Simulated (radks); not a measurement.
The numbers below are computed, except where a source is named.
Problem. These are the eigenvalues of the occupied orbitals of an atom or ion with whole-number occupations (eV). Level of theory: scalar-relativistic Kohn-Sham, LDA (Slater exchange, Perdew-Zunger correlation), spin-unpolarised, spherical densities, finite nucleus; Fermi nuclear charge, rms radius of each element as measured or else 0.836 A^(1/3) + 0.57 fm (a radial shooting solver on a logarithmic mesh with Libxc functionals).

orbital  eigenvalue
1s        -55469.74
2s        -9307.395
2p        -8254.089
3s        -2104.520
3p        -1782.528
3d        -1372.678
4s        -441.8272
4p        -335.6563
4d        -192.0850
5s         -80.3991
5p         -54.7591
4f         -35.4362

Which element is it, and in what charge state? The configuration may be excited.

Solution. Z = 67, holmium, charge +3: Ho3+ in [Xe] 4f10. The list shows which subshells hold electrons but not how many an open one holds; the 1s level, -2038.5 hartree, gives Z - s = 63.9 by -(Z - s)^2/2, which with screening and relativity narrows Z to a few neighbours, and the depths of the outer levels then fix element, charge and occupations together.
